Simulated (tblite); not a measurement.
Parent: `[F:1]/[CH:2]=[C:3](/[F:4])[CH2:5][SiH3:6]` with C2–C3–C5–Si6 101°, C3H6F2Si.

Structures optimised with GFN2-xTB, isolated species. One conformer each, not checked by frequencies here.

```
coordinate of the parent    value
                   F1–C2  1.347 Å
                   C2=C3  1.326 Å
                   C3–F4  1.354 Å
                   C3–C5  1.476 Å
                  C5–Si6  1.922 Å
                F1–C2–C3   120.6°
                C2–C3–F4   116.7°
                C2–C3–C5   128.4°
                F4–C3–C5   114.9°
               C3–C5–Si6   110.9°
```

Task: How does the shared frame change in `[CH3:1][CH:2]([CH3:3])[C@H:4]([SiH3:5])/[C:6]([F:7])=[CH:8]/[F:9]` with C1–C2–C4–Si5 -60°, C2–C4–C6–F7 59°, C6H12F2Si? Atoms pair as F1 = F9, C2 = C8, C3 = C6, F4 = F7, C5 = C4, Si6 = Si5 (parent first).

Result: 
```json
{"parent": "F1–C2", "relative": "F9–C8", "value in the relative": "1.346 Å", "change": "-0.001"}
{"parent": "C2=C3", "relative": "C8=C6", "value in the relative": "1.326 Å", "change": "0.000"}
{"parent": "C3–F4", "relative": "C6–F7", "value in the relative": "1.353 Å", "change": "-0.001"}
{"parent": "C3–C5", "relative": "C6–C4", "value in the relative": "1.485 Å", "change": "+0.009"}
{"parent": "C5–Si6", "relative": "C4–Si5", "value in the relative": "1.928 Å", "change": "+0.006"}
{"parent": "F1–C2–C3", "relative": "F9–C8–C6", "value in the relative": "123.4°", "change": "+2.8"}
{"parent": "C2–C3–F4", "relative": "C8–C6–F7", "value in the relative": "119.9°", "change": "+3.2"}
{"parent": "C2–C3–C5", "relative": "C8–C6–C4", "value in the relative": "125.9°", "change": "-2.5"}
{"parent": "F4–C3–C5", "relative": "F7–C6–C4", "value in the relative": "114.2°", "change": "-0.7"}
{"parent": "C3–C5–Si6", "relative": "C6–C4–Si5", "value in the relative": "107.3°", "change": "-3.6"}
```

Of the parent's bonds, C3–C5 changes most (+0.009 Å). Bonds of the relative outside the shared frame: C1–C2 1.524, C2–C3 1.529, C2–C4 1.540 Å. Point group C1 → C1.

All values are computed, not measured.
